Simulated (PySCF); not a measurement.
`F[C@@H]1COCS[C@H]1F`, C₄H₆F₂OS

Cartesian coordinates in Å; atom numbers follow the order of the lines, from 1:
```xyz
14

F     1.7210   -0.7337   -1.1701
C     1.0625   -0.6088    0.0251
C    -0.3427   -1.2173   -0.0681
O    -1.2167   -0.5110   -0.9124
C    -1.4977    0.7683   -0.4765
S    -0.0401    1.8802   -0.6128
C     1.0529    0.8685    0.4282
F     0.6656    0.9397    1.7443
H     1.6462   -1.1706    0.7684
H    -0.2683   -2.2205   -0.4920
H    -0.7527   -1.2734    0.9517
H    -1.8255    0.7910    0.5713
H    -2.2607    1.1867   -1.1310
H     2.0556    1.3005    0.3518
```

Level of theory: PySCF, TDDFT LC-wPBE/def2-SVPD circular dichroism and optical rotation, one conformer, gas phase. Geometry: GFN2-xTB.

Stereocentres: C2 R, C7 R.

Problem. Give the optical rotatory dispersion at 633, 589.3, 546, 436, 405, 365, 355 nm.

Solution. [α] in deg dm⁻¹ (g/mL)⁻¹:
| λ (nm) | origin-invariant length gauge | modified velocity gauge | length gauge (centre of mass) | isotropic polarisability (au) |
| --- | --- | --- | --- | --- |
| 633 | -22.6 | -17.1 | -21.5 | 70.4 |
| 589.3 | -26.5 | -20.2 | -25.3 | 70.6 |
| 546 | -31.6 | -24.2 | -30.2 | 70.9 |
| 436 | -55.3 | -43.5 | -53.0 | 71.9 |
| 405 | -67.7 | -54.0 | -65.0 | 72.4 |
| 365 | -92.5 | -75.7 | -89.2 | 73.3 |
| 355 | -101.3 | -83.6 | -97.7 | 73.5 |

Problem. And for the mirror image at 589.3 nm?

Solution. +26.5 deg dm⁻¹ (g/mL)⁻¹ (origin-invariant length gauge): the same size and the opposite sign.

Problem. What is the molar rotation [Φ] = [α]·M/100 of the geometry above at 589.3 nm?

Solution. With M = 140.15 g/mol, -37.2 deg cm² dmol⁻¹ (origin-invariant length gauge).

The first excitation lies at 5.86 eV (212 nm) with R = -6.5 × 10⁻⁴⁰ esu² cm² (velocity form).
